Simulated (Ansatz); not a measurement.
Frontier orbitals of C3H9FS3Zr, SMILES `C[S][Zr]([F])([S]C)[S]C`.

Total charge 0; spin multiplicity 1. Correlated methods include outer-core shells of Zr, which these sets cover unevenly. Zr: def2 effective core potential. The geometry is a stationary point of PBE0-D4/def2-TZVP. It is one conformer, not always the lowest. Basis def2-TZVPP, the Gaussian-basis code of Ansatz.

Orbital energies of one run (eV). Highest occupied ones, from the top: -9.54, -10.06, -10.22, -10.76, -10.94, -11.00, -13.16, -13.33, -13.43, -14.89, -14.99, -15.25, -15.31, -15.45. Empty: 0.34, 0.53, 1.13, 1.58, 1.79, 1.97.

Q: Which functional gave them?
A. r2SCANh
B. revPBE
C. LC-ωPBE
D. B3LYP

A: C. HOMO energies: LC-ωPBE -9.54, r2SCANh -6.44, revPBE -5.70, B3LYP -6.68 eV.

B3LYP here is the variant with VWN-RPA as its local correlation; programs differ in this. LC-ωPBE has ω = 0.4 bohr⁻¹.
